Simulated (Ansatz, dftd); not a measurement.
Reaction: BN2H4F (SMILES FB(N)N) → BN2H4 (SMILES N[B]N, doublet) + F (doublet) (the B-F bond breaks)
Each species at its own B3LYP-D3(BJ)/def2-TZVP minimum (Ansatz, a quantum-chemistry and plane-wave program), one conformer.

Property: bond dissociation energy (electronic), in kcal/mol. Radicals and triplets start from unrestricted determinants; spin-orbit coupling is neglected. Correlated methods leave the cores frozen. Rows without X2C or -DK are non-relativistic. CBS(X,Y): correlation extrapolated as X^-3, Hartree-Fock from the larger set. A bracket is a step between two methods taken in the basis named. The functionals are non-relativistic, so their misses hold any scalar relativity. Double hybrids freeze cores in their MP2 part. 'core' is core correlation in cc-pwCVTZ, 'X2C' scalar relativity in cc-pVTZ-DK, both at CCSD(T).

Compared with CCSD(T)/CBS(cc-pVTZ,cc-pVQZ) + [CCSDT(Q) - CCSD(T)]/cc-pVDZ + core + X2C (Ansatz): 171.8 kcal/mol.

Costs are rough ratios of core time, to one figure, on one kind of shared machine, summed over the single points of the molecules; atoms, geometries and frequencies are left out. The first row took roughly 9 core seconds; short runs hold start-up time.

```csv
level,program,cost relative to the first row,difference (kcal/mol)
PBE-D4/def2-TZVPD,Ansatz + dftd4,1,-2.9
r2SCANh-D4/def2-TZVPD,Ansatz + dftd4,2,-7.6
B2GP-PLYP-D4/def2-TZVPD,Ansatz + dftd4,2,-3.0
wB97X-V/def2-TZVPD,Ansatz,3,-1.7
CCSD(T)/cc-pVTZ,Ansatz,9,-3.6
CCSDT(Q)/cc-pVDZ,Ansatz,90,-13.3
```

The dearest row costs roughly 90 times the first. Costs within a factor of two don't rank. The table holds for this case alone.
